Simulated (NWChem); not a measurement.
# C2H5NOSi; SMILES N#CC[SiH2]O

```xyz
10

N      0.2993     2.8681     0.0000
C     -0.2199     1.8286     0.0000
C     -0.8166     0.5004     0.0000
Si     0.5119    -0.8624     0.0000
O     -0.3714    -2.2731     0.0000
H     -1.4558     0.3778     0.8829
H     -1.4558     0.3778    -0.8829
H      1.3626    -0.7194    -1.2114
H      1.3626    -0.7194     1.2114
H      0.1144    -3.1091     0.0000
```
Atoms are numbered in this order, from 1.

Results from NWChem. Coordinates come from a B3LYP/6-31G* (spherical d) optimisation. Hybrids' shares of exact exchange are those that their runs print; pure functionals count as 0. The functionals differ in more than this share.

| row | share of exact exchange | orbital gap (eV) |
|---|---|---|
| PBE/def2-TZVP | 0.00 | 6.39 |
| LDA (Slater exchange, VWN5)/def2-TZVP | 0.00 | 6.32 |
| B3LYP/def2-TZVP | 0.20 | 8.06 |
| PBE0/def2-TZVP | 0.25 | 8.57 |
| Hartree-Fock/def2-TZVP | 1.00 | withheld |

Q: Fit a straight line of the last column on the one before it, predict the withheld value, and compare with the run.

A: 
1. Means of the 4 shown rows: x = 0.113, y = 7.335. Slope Σ(x − x̄)(y − ȳ)/Σ(x − x̄)² = 0.4538/0.05188 = 8.747; intercept 6.351.
2. The shown rows scatter about the line by 0.036 (root mean square); the largest residual is -0.04, at B3LYP/def2-TZVP.
3. At x = 1.00 (Hartree-Fock/def2-TZVP; beyond the shown range) the line gives 15.10.
4. The run gives 14.47, -0.63 from the line, 17.6 times the scatter.
